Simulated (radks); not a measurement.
Values are calculated unless marked as measured or tabulated.
Species: Tb20+. Configuration: [Kr] 4d9 (the NIST ground configuration).

Code: a radial shooting solver on a logarithmic mesh with Libxc functionals. Model: Dirac Kohn-Sham, BLYP, spin-unpolarised, spherical densities, finite nucleus; open shells fill j = l - 1/2 first; Fermi nuclear charge, rms radius 5.06 fm.

Energy parts (Ry):
part                       energy
total                 -23139.3985
kinetic                25333.1292
electron-nucleus      -55131.0619
Hartree                 7134.4653
exchange-correlation    -475.9312

Orbitals (lengths in bohr, moments of r in powers of bohr; <r^-3> diverges for s and p1/2; r(90%) holds 90 % of the orbital's charge):
orbital  occ.  eigenvalue (Ry)  <r^-3>      <r^4>  r(90%)  small-component weight
1s1/2       2        -3846.710       -  1.063e-06  0.0389                5.88e-02
2s1/2       2        -670.3838       -  0.0001677   0.142                1.30e-02
2p1/2       2        -639.0585       -  0.0001034   0.125                1.31e-02
2p3/2       4        -584.1908   10440  0.0001371   0.134                1.21e-02
3s1/2       2        -179.5854       -   0.006397   0.350                4.16e-03
3p1/2       2        -165.9879       -   0.005787   0.343                4.10e-03
3p3/2       4        -154.6124    2241   0.007120   0.361                3.83e-03
3d3/2       4        -131.1855   377.1   0.005092   0.333                3.70e-03
3d5/2       6        -128.7066   334.0   0.005427   0.338                3.62e-03
4s1/2       2        -64.57999       -     0.1297   0.739                1.47e-03
4p1/2       2        -59.11505       -     0.1393   0.754                1.40e-03
4p3/2       4        -56.22133   576.6     0.1653   0.787                1.32e-03
4d3/2       4        -47.12875   89.04     0.1889   0.818                1.19e-03
4d5/2       5        -46.55263   78.36     0.1982   0.827                1.17e-03
5s1/2       0        -31.92783       -      1.594    1.38                5.97e-04
5p1/2       0        -29.69711       -      1.827    1.43                5.66e-04
5p3/2       0        -28.75779   189.4      2.079    1.47                5.41e-04

The highest occupied level is 4d5/2 at -633.38 eV. The density falls to 0.001 e/bohr^3 at r = 1.50 bohr. The electron density at the nucleus is 6.867e+05 e/bohr^3. For comparison, the ionisation energy in NIST's Atomic Spectra Database is 651 eV (theoretical). In exact Kohn-Sham theory the highest level is minus the ionisation energy, but local and semilocal functionals leave it too shallow, through self-interaction and a potential that decays too fast; potentials with the right tail come closer. Summed over all electrons, <r^2> = 6.950 bohr^2, which gives a Langevin (diamagnetic) susceptibility term of -5.5 x 10^-6 cm^3/mol.

Beside tabulated values, note that spin-unpolarised runs miss the spin-polarisation part of the exchange energy of open shells.
